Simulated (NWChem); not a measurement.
System: CH₃AlF₂O; SMILES [O](C)[Al]([F])[F]

Here is an NWChem input.

```
start job
memory heap 200 mb stack 900 mb global 1100 mb
geometry units angstroms noautosym nocenter noautoz
  Al     0.073840     0.493398     0.000186
  F      1.255578     1.642507    -0.001592
  F     -1.498838     0.998205    -0.002069
  O      0.501382    -1.118472     0.004774
  C     -0.037302    -2.400087     0.002830
  H      0.296024    -2.955984    -0.890313
  H      0.305071    -2.961955     0.888743
  H     -1.142149    -2.401383     0.008489
end
basis spherical
  * library 6-31g*
end
dft
  xc hfexch
  iterations 150
  mulliken
end
task dft energy
esp
  recalculate
  probe 0.07
  range 0.3
  factor 1.0
  spacing 0.02
end
task esp
```

Parts of the log:

```
             Northwest Computational Chemistry Package (NWChem) 7.3.0
             --------------------------------------------------------

                             Geometry "geometry" -> ""
                             -------------------------

 Output coordinates in angstroms (scale by  1.889725989 to convert to a.u.)

  No.       Tag          Charge          X              Y              Z
 ---- ---------------- ---------- -------------- -------------- --------------
    1 Al                  13.0000     0.07384000     0.49339800     0.00018600
    2 F                    9.0000     1.25557800     1.64250700    -0.00159200
    3 F                    9.0000    -1.49883800     0.99820500    -0.00206900
    4 O                    8.0000     0.50138200    -1.11847200     0.00477400
    5 C                    6.0000    -0.03730200    -2.40008700     0.00283000
    6 H                    1.0000     0.29602400    -2.95598400    -0.89031300
    7 H                    1.0000     0.30507100    -2.96195500     0.88874300
    8 H                    1.0000    -1.14214900    -2.40138300     0.00848900

 Effective nuclear repulsion energy (a.u.)     224.8365362344

  xc_inp: hfexch multiplicative factor not found.

                                 NWChem DFT Module
                                 -----------------

 Summary of "ao basis" -> "ao basis" (spherical)
 ------------------------------------------------------------------------------
       Tag                 Description            Shells   Functions and Types
 ---------------- ------------------------------  ------  ---------------------
 Al                          6-31g*                  8       18   4s3p1d
 F                           6-31g*                  6       14   3s2p1d
 O                           6-31g*                  6       14   3s2p1d
 C                           6-31g*                  6       14   3s2p1d
 H                           6-31g*                  2        2   2s

            General Information
            -------------------
          SCF calculation type: DFT
          Wavefunction type:  closed shell.
          No. of atoms     :     8
          No. of electrons :    48
           Alpha electrons :    24
            Beta electrons :    24
          Charge           :     0
          Spin multiplicity:     1
          Use of symmetry is: off; symmetry adaption is: off
          Maximum number of iterations: 150
          AO basis - number of functions:    80
                     number of shells:    38
          Convergence on energy requested:  1.00D-06
          Convergence on density requested:  1.00D-05
          Convergence on gradient requested:  5.00D-04

              XC Information
              --------------
                     Hartree-Fock (Exact) Exchange  1.000

      Superposition of Atomic Density Guess
      -------------------------------------

 Sum of atomic energies:        -554.51261874

      Non-variational initial energy
      ------------------------------

 Total energy =    -555.604406
 1-e energy   =   -1217.117438
 2-e energy   =     436.676496
 HOMO         =      -0.385897
 LUMO         =      -0.070750

     ---------------------------------------------
      Total Density - Mulliken Population Analysis
     ---------------------------------------------

    Atom       Charge   Shell Charges
 -----------   ------   -------------------------------------------------------
    1 Al  13    11.05   2.00  2.00  5.97  0.37  0.39  0.04  0.08  0.20
    2 F    9     9.71   2.00  0.95  3.51  1.02  2.23  0.01
    3 F    9     9.71   2.00  0.95  3.51  1.02  2.23  0.01
    4 O    8     8.91   2.00  0.92  3.15  0.89  1.95  0.01
    5 C    6     6.20   2.00  0.69  1.83  0.63  0.99  0.06
    6 H    1     0.81   0.48  0.33
    7 H    1     0.81   0.48  0.33
    8 H    1     0.81   0.48  0.33

[...]

                     NWChem Electrostatic Potential Fit Module
                     -----------------------------------------

 Atom parameters

 Number of atoms is                                    8
 Number of basis functions is                         80

 Grid parameters

 Maximum number of grid points is                  37142
 Number of grid points is                          37141
 Grid range                                     0.300000 nm
 Grid spacing                                   0.020000 nm
 Probe radius                                   0.070000 nm
 Atom radius factor                             1.000000

 Atomic radii

    1    0.100000
    6    0.147000
    8    0.136000
    9    0.128000
   13    0.195000
 FASTESP  F
  using M.O. file = ./job.movecs

    Atom              Coordinates                           Charge

                                                  ESP

    1 Al    0.007384    0.049340    0.000019    1.541685
    2 F     0.125558    0.164251   -0.000159   -0.536504
    3 F    -0.149884    0.099821   -0.000207   -0.534500
    4 O     0.050138   -0.111847    0.000477   -0.761634
    5 C    -0.003730   -0.240009    0.000283    0.326964
    6 H     0.029602   -0.295598   -0.089031   -0.001482
    7 H     0.030507   -0.296196    0.088874   -0.001173
    8 H    -0.114215   -0.240138    0.000849   -0.033356
                                            ------------
                                                0.000000

 Dipole moment                                  0.967886

 Quadrupole moment Qxx                        -13.338312
                   Qyy                          2.560205
                   Qzz                         10.778108

 RMS deviation kJ/mol                           0.052591

 RRMS %                                        19.421978
```

Level: Hartree-Fock/6-31G* (spherical d). Structure relaxed at the PBE0/def2-SVP level.
